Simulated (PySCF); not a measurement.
**`O[B-](O)(O)O`, [BH4O4]-, charge -1**

Geometry:
```
atom   x (Å)   y (Å)   z (Å)
  B1   0.002   0.000  -0.002
  O2   0.002   0.021   1.483
  H3  -0.872   0.309   1.740
  O4   1.416   0.001  -0.458
  H5   1.876   0.606   0.120
  O6  -0.754   1.188  -0.476
  H7  -0.992   1.002  -1.381
  O8  -0.657  -1.210  -0.559
  H9  -0.022  -1.918  -0.468
```

Total charge -1.

Method: GIAO KT3/def2-SVP magnetisability, rotational g tensor and spin-rotation constants, non-relativistic, gas phase (PySCF). Geometry: GFN2-xTB.

For an ion the centre-of-mass motion in the field is neglected. The highest occupied orbital is unbound at this level, so the values depend on the basis.

What are the magnetisability and the molar susceptibility?

Isotropic -803 × 10⁻³⁰ J/T², or -48.3 × 10⁻⁶ cm³/mol; principal values -818, -795, -794 × 10⁻³⁰ J/T², anisotropy 24 × 10⁻³⁰ J/T² (root of half the summed squared differences of the principal values). The susceptibility is in cgs units.

Split it along the inertial axes a, b, c into diamagnetic and paramagnetic parts about the centre of mass, with the quadrupole moment.


```
axis  χ (10⁻⁶ cm³/mol)  diamagnetic (10⁻⁶ cm³/mol)  paramagnetic (10⁻⁶ cm³/mol)  summed x² of all electrons (Å²)  quadrupole Θ (D Å)
   a             -47.8                      -298.5                        250.7                             36.8               -0.12
   b             -47.8                      -298.5                        250.7                             36.8               -0.12
   c             -49.3                      -312.0                        262.7                             33.6               +0.23
```
Anisotropies 2χaa − χbb − χcc = +1.4 and 2χbb − χaa − χcc = +1.4 × 10⁻⁶ cm³/mol. Θ is traceless in Buckingham's convention.

And the rotational g tensor?


| axis | rotational constant (GHz) | g | nuclear part | electronic part |
| --- | --- | --- | --- | --- |
| a | 4.9269 | -0.0261 | 0.5542 | -0.5803 |
| b | 4.9210 | -0.0261 | 0.5535 | -0.5796 |
| c | 4.6557 | -0.0220 | 0.5526 | -0.5745 |

Oblate top; isotopes 11B, 1H, 16O; no vibrational averaging.
